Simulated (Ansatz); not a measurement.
Geometry optimisation, RKS PBE-D4/6-31G* in Ansatz 0.2.0.

Input:

```yaml
crystal:
  periodic: [false, false, false]
  atoms:
    - { symbol: B, position_ang: [0.025892, -0.12776, 0.286385] }
    - { symbol: "N", position_ang: [0.06843, -0.313816, 1.756682] }
    - { symbol: H, position_ang: [-0.7597, -0.60505, 2.272255] }
    - { symbol: H, position_ang: [0.948067, -0.473255, 2.250586] }
    - { symbol: F, position_ang: [1.178772, -0.028058, -0.388174] }
    - { symbol: H, position_ang: [-1.031528, -0.125426, -0.289252] }
    - { symbol: S, position_ang: [-0.404535, 2.924878, 0.609964] }
    - { symbol: H, position_ang: [-1.661269, 2.508573, 0.302942] }
    - { symbol: H, position_ang: [-0.250728, 1.914113, 1.544413] }
basis:
  gaussian: { orbitals: "6-31G*" }
hamiltonian:
  xc: pbe
  dispersion: d4
relax:
  f_tol: 0.03
  max_steps: 50
output:
  orbitals: {}
```

Command:

```bash
$ ansatz run input.yaml --threads 1 --pin off --max-ram 2048MiB --backend cpu --events-out ev --progress --plain --runs-dir out
```

**Question.** Where does it end, and by what steps?

**Answer.** It converged. The force dipped under the threshold on the way, but the program's further checks kept it going. After 19 steps the energy has fallen by 0.192 eV; S7 moved furthest, 1.01 Å.

```csv
step,energy less start (eV),largest force component (eV/Å),accepted
0,0.0000,1.960,yes
1,-0.1036,1.257,yes
2,-0.1442,0.464,yes
3,-0.1550,0.319,yes
4,-0.1716,0.250,yes
5,-0.1762,0.097,yes
6,-0.1829,0.083,yes
7,-0.1714,0.754,no
8,-0.1869,0.027,yes
9,-0.1858,0.280,no
10,-0.1882,0.053,yes
11,-0.1892,0.083,yes
12,-0.1893,0.177,yes
13,-0.1909,0.075,yes
14,-0.1915,0.009,yes
15,-0.1918,0.010,yes
16,-0.1916,0.145,no
17,-0.1920,0.033,yes
18,-0.1921,0.038,yes
19,-0.1922,0.020,yes
```

```xyz
9
Properties=species:S:1:pos:R:3
B 0.122 -0.568 0.219
N 0.122 -0.257 1.594
H -0.734 -0.214 2.141
H 0.975 -0.217 2.151
F 1.294 -0.720 -0.426
H -0.912 -0.677 -0.391
S -0.879 3.248 1.435
H -1.565 3.073 0.275
H -0.311 2.007 1.348
```

Time of the run: 37 s on 1 thread of Arm Neoverse V2, on a shared host, peak memory 0.16 GiB.
